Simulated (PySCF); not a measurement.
# Bond length, frequency and bond energy of TeN by level of theory

State: ²Π (doublet), unpaired electrons π ↑. Set-up: basis Te aug-cc-pVDZ-PP with ECP28, N aug-cc-pVDZ; scalar-relativistic core potentials; PySCF 2.14. De refers to Te + N in their high-spin ground configurations, without counterpoise correction. The functionals are run spin-unrestricted. A positive dipole means Te(−)N(+). Levels whose curve was spin-contaminated or gave no clean fit are not listed.

```tsv
Level	Re (Å)	ωe (cm⁻¹)	De (eV)	μ (D)
ROHF-MP2	1.872	728	2.27	n/a
ROHF-SCS-MP2	1.880	724	2.16	n/a
LDA	1.867	826	4.19	-2.70
PBE	1.887	796	3.44	-2.64
PBEsol	1.877	812	3.67	-2.63
```

What does the gradient correction do here, going from LDA to PBE?

PBE less LDA: +2.0 pm in Re, -3.6 % in ωe, -0.75 eV in De. The gradient correction favours the more uneven density of free atoms, so it tends to lengthen bonds and takes away much of the overbinding of LDA; so it does here.

Correlated steps freeze 5 core orbitals. Correlated levels converge slowly with the basis: in double zeta they bind strong bonds too weakly, by up to about 1 eV, and carry superposition errors of some tenths. Spin–orbit coupling is left out, which matters for elements this heavy, above all for dissociation energies. Counting both spins, an empty level lies below a filled one in some of these solutions, because spin and occupation are held. The state is the lowest determinant that a PBE0 search found; another state may lie lower at other levels.
